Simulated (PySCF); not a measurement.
**Ionising MgTl**

PBE; basis Mg def2-SVP, Tl def2-SVP with ECP60; scalar-relativistic core potentials; PySCF 2.14. Neutral (UKS): doublet (π ↑), Re = 3.024 Å, ωe = 149 cm⁻¹, De = 0.49 eV, HOMO -2.89 eV, LUMO -2.76 eV.

MgTl⁺ (UKS): singlet (closed shell), Re = 3.352 Å, ωe = 120 cm⁻¹. The energies at the minima are -372.41989 hartree for MgTl and -372.23331 for MgTl⁺.

(1) Work out the adiabatic ionisation energy, without and with harmonic zero-point energies (1 hartree = 27.2114 eV, 1 eV = 8065.5 cm⁻¹), and the change of the bond length.

Closed-shell solutions of metal pairs were not tested for spin polarisation, which can lower them a little. Weak bonds: MgTl. Basis-set superposition, not corrected here, can be much of De in a small basis, most of all at correlated wavefunction levels. Spin–orbit coupling is left out, which matters for elements this heavy, above all for dissociation energies. States were picked by a PBE0 search and need not be the measured ground states.

Results:

(1) At PBE: 0.18658 hartree = 5.077 eV between the minima; the zero-point term (120.0 − 149.0)/2 cm⁻¹ = -0.002 eV makes it 5.075 eV. Re changes by +32.8 pm against the neutral. The electron leaves a π orbital, and the longer bond of the ion fits a bonding orbital, or a change in how ionic the bond is.
